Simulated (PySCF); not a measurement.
1,3-azasiletidine (C₂H₇NSi), SMILES [SiH2]1CNC1. Geometry: PBE-D3(BJ)/def2-SVP.

All values below come from PBE-D3(BJ)/def2-SVP in PySCF 2.14.0.

Harmonic wavenumbers (cm⁻¹): 173, 393, 522, 523, 611, 619, 745, 804, 816, 837, 919, 971, 1049, 1086, 1110, 1130, 1188, 1340, 1405, 1435, 2154, 2175, 2869, 2879, 3010, 3010, 3405. Rotational constants (GHz): 9.410, 6.289, 4.281; symmetry number 1.

Task: Work out the zero-point energy and the ideal-gas rigid-rotor harmonic-oscillator thermochemistry at 298.15 K and 1 atm.

Result: ZPE = ½ Σ hcν = ½ × 37177 cm⁻¹ = 53.15 kcal/mol. H − E(el) = 56.89 kcal/mol. Entropy in cal/(mol K): translation 38.79, rotation 24.65, vibration 6.88, total 70.32. G − E(el) = 35.93 kcal/mol. Cp = 20.90 cal/(mol K).
